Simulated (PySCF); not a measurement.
## Correlation energy of Se²⁰⁺ (selenium, charge +20)

[Ne] 3s2 3p2, high-spin 3P determinant. Computed with PySCF 2.14 in an even-tempered Gaussian basis (18 s from 1.9 bohr⁻², ratio 2.5; 12 p from 2.4 bohr⁻², ratio 2.5; 5 d from 11 bohr⁻², ratio 2.7; 4 f from 17 bohr⁻², ratio 2.7), with scalar relativity by spin-free X2C-1e. Frozen: 1s2; 12 electrons correlated; the 22 highest virtual orbitals of each spin left out.

| level | correlation energy (mhartree) |
| --- | --- |
| CCSD | -488.29 |
| (T) | -2.05 |
| CCSD(T) | -490.34 |

Diagnostics: T1 = 0.0015, D1 = 0.0066, largest double amplitude 0.077.

Task: Is a single reference adequate?

Result: Mostly. T1 lies below 0.03, but a double amplitude of this size points to a near-degeneracy that CCSD handles and MP2 describes poorly.

At this charge the one-electron X2C treatment keeps the bare 1/r₁₂, with no two-electron picture change or Breit term. The effect here is smaller than on the frozen 1s shell; and a scalar Hamiltonian misses the large spin-orbit splitting of the p shells, which matters for ns² → np² pairs.

Spin-orbit coupling is strong in this species, so the high-spin LS determinant is a model state.
